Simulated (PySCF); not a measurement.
## Worked example: refractive index and permittivity of the vapour

C2H9ClOSi2, SMILES C(CO)[Si@H]([SiH3])Cl.

Coordinates come from a PBE0-D3(BJ)/def2-SVP optimisation. The structure was generated by enumeration; whether it is a known compound was not checked. The values are those of a single conformer.

PBE/def2-TZVP (PySCF) gives a mean static polarisability of 100.9 bohr³ and a dipole moment of 3.18 D. Take an ideal gas at 298.15 K and 0.1 bar, whether or not the substance is that volatile.

Problem. Work out n − 1 in the optical limit and the static ε − 1.

Solution. 
Polarisability volume α' = 100.9 × 0.148185 = 14.95 Å³. Number density N = p/kT = 2.43e-6 Å⁻³.
Dilute limit of Lorentz–Lorenz: n − 1 = 2π N α' = 0.00023.
Orientation term of Debye: μ²/(3kT) = 8.098 Å³ × μ²(D²) = 81.89 Å³.
ε − 1 = 4π N (α' + μ²/3kT) = 0.0030. Orientation of the dipole supplies 85 % of the static response; it can't follow optical fields. Vibrational polarisation and dispersion are left out.
